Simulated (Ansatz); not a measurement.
Geometry optimisation, DFT PBE, scalar-relativistic, plane waves, PAW in Ansatz.

Input:

```yaml
crystal:
  lattice:
    - [5.048742, 0.0, 0.0]
    - [0.0, 5.048742, 0.0]
    - [0.0, 0.0, 16.835561]
  atoms:
    - { symbol: H, position: [0.42778688, 0.0, 0.05939808] }
    - { symbol: H, position: [0.07221316, 0.0, 0.05939808] }
    - { symbol: H, position: [0.92778692, 0.0, 0.05939808] }
    - { symbol: H, position: [0.5722132, 0.0, 0.05939808] }
    - { symbol: H, position: [0.42778688, 0.50000004, 0.05939808] }
    - { symbol: H, position: [0.07221316, 0.50000004, 0.05939808] }
    - { symbol: H, position: [0.92778692, 0.50000004, 0.05939808] }
    - { symbol: H, position: [0.5722132, 0.50000004, 0.05939808] }
    - { symbol: C, position: [0.25000002, 0.0, 0.09709804] }
    - { symbol: C, position: [0.75000006, 0.0, 0.09709804] }
    - { symbol: C, position: [0.25000002, 0.50000004, 0.09709804] }
    - { symbol: C, position: [0.75000006, 0.50000004, 0.09709804] }
    - { symbol: C, position: [0.25000002, 0.25000002, 0.15011083] }
    - { symbol: C, position: [0.75000006, 0.25000002, 0.15011083] }
    - { symbol: C, position: [0.25000002, 0.75000006, 0.15011083] }
    - { symbol: C, position: [0.75000006, 0.75000006, 0.15011083] }
    - { symbol: C, position: [0.0, 0.25000002, 0.20312361] }
    - { symbol: C, position: [0.50000004, 0.25000002, 0.20312361] }
    - { symbol: C, position: [0.0, 0.75000006, 0.20312361] }
    - { symbol: C, position: [0.50000004, 0.75000006, 0.20312361] }
    - { symbol: C, position: [0.0, 0.0, 0.2561364] }
    - { symbol: C, position: [0.50000004, 0.0, 0.2561364] }
    - { symbol: C, position: [0.0, 0.50000004, 0.2561364] }
    - { symbol: C, position: [0.50000004, 0.50000004, 0.2561364] }
    - { symbol: C, position: [0.25000002, 0.0969069, 0.30677326] }
    - { symbol: C, position: [0.75000006, 0.0969069, 0.30677326] }
    - { symbol: C, position: [0.25000002, 0.40309314, 0.28538996] }
    - { symbol: C, position: [0.75000006, 0.40309314, 0.28538996] }
    - { symbol: H, position: [0.25000002, 0.47911824, 0.3466211] }
    - { symbol: H, position: [0.75000006, 0.47911824, 0.3466211] }
    - { symbol: C, position: [0.25000002, 0.47911824, 0.41195899] }
    - { symbol: F, position: [-0.08333334, 0.8909774, 0.32820769] }
    - { symbol: F, position: [0.22477636, 0.27467648, 0.47016911] }
basis:
  ecutwfc: 420.0
kpoints:
  mp_grid: { grid: [2, 2, 1] }
hamiltonian:
  xc: pbe
  pseudopotentials: { kind: paw, azcp: { folder: soft_1 } }
scf:
  occupations: { method: gaussian, width: 0.02 }
  lower_state_search: "off"
relax:
  f_tol: 0.03
  max_steps: 60
  adjacent_minimum: "off"
  constraints: [{ sites: [0, 1, 2, 3, 4, 5, 6, 7, 8, 9, 10, 11, 12, 13, 14, 15] }]
```

Launched with:

```bash
$ ansatz run input.yaml --threads 1 --pin off --max-ram 3072MiB --backend cpu --events-out ev --progress --plain --runs-dir out
```

Problem. Where does it end, and by what steps?

Solution. It converged. The force dipped under the threshold on the way, but the program's further checks kept it going. Limits of this set-up: coarse k mesh, thin slab, slab without dipole correction. After 55 steps the energy has fallen by 19.367 eV; F33 moved furthest, 2.47 Å. The start is strongly strained (largest force component 12 eV/Å), so its close contacts needn't be bonds. Parted: C21–F32 (1.40 → 2.47 Å), C25–C27 (1.59 → 2.51 Å), C27–H29 (1.10 → 2.18 Å). Joined: C25–C31 (2.62 → 1.60 Å), C27–C31 (2.17 → 1.55 Å).

```csv
step,energy less start (eV),largest force component (eV/Å),accepted
0,0.0000,11.806,yes
2,-10.6412,6.117,yes
4,-13.7502,1.833,yes
6,-14.7501,0.540,yes
8,-14.9821,0.188,yes
10,-14.9996,0.349,yes
12,-15.0326,0.451,yes
14,-15.0666,0.611,yes
16,-15.1117,0.171,yes
18,-15.1281,0.384,yes
20,-15.1378,0.132,yes
22,-15.1401,0.077,yes
24,-15.1409,0.342,no
26,-15.1446,0.040,yes
28,-15.1481,0.106,yes
30,-15.1593,0.336,yes
32,-15.1923,0.615,yes
34,-15.2997,0.605,yes
36,-15.7264,1.387,yes
38,-16.9800,2.392,yes
40,-17.8075,2.557,yes
42,-18.0601,0.842,yes
44,-18.2799,0.581,yes
46,-18.5027,0.732,yes
48,-19.1578,0.764,yes
50,-19.2617,0.870,yes
52,-19.3613,0.340,yes
54,-19.3666,0.024,yes
55,-19.3666,0.024,yes
```

```xyz
33
Lattice="5.0487 0.0000 0.0000 0.0000 5.0487 0.0000 0.0000 0.0000 16.8356" Properties=species:S:1:pos:R:3
H 2.160 0.000 1.000
H 0.365 0.000 1.000
H 4.684 0.000 1.000
H 2.889 0.000 1.000
H 2.160 2.524 1.000
H 0.365 2.524 1.000
H 4.684 2.524 1.000
H 2.889 2.524 1.000
C 1.262 0.000 1.635
C 3.787 0.000 1.635
C 1.262 2.524 1.635
C 3.787 2.524 1.635
C 1.262 1.262 2.527
C 3.787 1.262 2.527
C 1.262 3.787 2.527
C 3.787 3.787 2.527
C 0.030 1.263 3.387
C 2.494 1.263 3.381
C -0.018 3.789 3.462
C 2.553 3.789 3.447
C 0.006 0.058 4.347
C 2.507 0.057 4.335
C 0.007 2.471 4.329
C 2.518 2.471 4.315
C 1.258 0.002 5.186
C 3.780 0.497 5.140
C 1.270 2.512 5.149
C 3.784 2.097 5.126
H 2.349 3.752 6.574
H 3.792 2.467 6.152
C 1.367 3.738 6.099
F -1.279 5.144 6.461
F 0.462 3.637 7.151
```

Time of the run: 6.2 min on 1 thread of Arm Neoverse V2 (shared host), peak memory 0.63 GiB.
